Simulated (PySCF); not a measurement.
## KN⁻: one state, many levels of theory

State: ⁴Σ⁻ (quartet), unpaired electrons σ ↑, π ↑↑. Set-up: PySCF, no relativity, basis sets K def2-SVPD, N def2-SVPD. De refers to K⁻ + N in their high-spin ground configurations, without counterpoise correction. The functionals are run spin-unrestricted. A positive dipole points towards N; it is taken about the centre of mass and depends on that origin.

| Level | Re (Å) | ωe (cm⁻¹) | De (eV) | μ (D) |
| --- | --- | --- | --- | --- |
| ROHF-MP2 | 2.692 | 285 | n/a | n/a |
| ROHF-SCS-MP2 | 2.702 | 280 | n/a | n/a |
| ROHF-CCSD | 2.718 | 265 | 0.236 | n/a |
| ROHF-CCSD(T) | 2.729 | 257 | 0.305 | n/a |
| PBE | 2.721 | 240 | 1.22 | 3.43 |
| PW91 | 2.709 | 244 | 1.25 | 3.16 |
| BP86 | 2.724 | 237 | 1.22 | 3.30 |
| r²SCAN | 2.733 | 233 | 0.97 | 3.81 |
| PBE0 | 2.695 | 252 | 0.90 | 3.02 |
| M06 | 2.691 | 251 | 0.95 | 4.18 |

(1) Which functional lies closest to ROHF-CCSD(T) in De, which farthest, and by how much do they differ from it?

(2) What does the step from GGA to meta-GGA do here, going from PBE to r²SCAN?

(3) What does the triples do here, going from ROHF-CCSD to ROHF-CCSD(T)?

Correlated steps freeze 6 core orbitals. Correlated levels converge slowly with the basis: in double zeta they bind strong bonds too weakly, by up to about 1 eV, and carry superposition errors of some tenths. For an ion De counts to the pair picked by the measured ionisation energies or electron affinities, which need not be the lowest pair at this level. The highest Kohn–Sham level is positive in this anion. Much of that is self-interaction error, but it also means that the finite basis helps to hold the extra electron. The state is the lowest determinant that a PBE0 search found; another state may lie lower at other levels.

Results:

(1) Closest is PBE0 (-3.4 pm in Re, -1.9 % in ωe, +0.59 eV in De against ROHF-CCSD(T) in the same basis), farthest PW91 (-2.0 pm in Re, -5.1 % in ωe, +0.95 eV in De). CCSD(T) converges more slowly with the basis than the functionals do and binds too weakly in this one, so the order can change at the basis-set limit.

(2) r²SCAN less PBE: +1.2 pm in Re, -2.9 % in ωe, -0.25 eV in De. 

(3) ROHF-CCSD(T) less ROHF-CCSD: +1.1 pm in Re, -3.0 % in ωe, +0.07 eV in De. Correlation nearly always deepens the well. The bond lengthens, as in strong covalent bonds, where excitations into antibonding orbitals dominate.
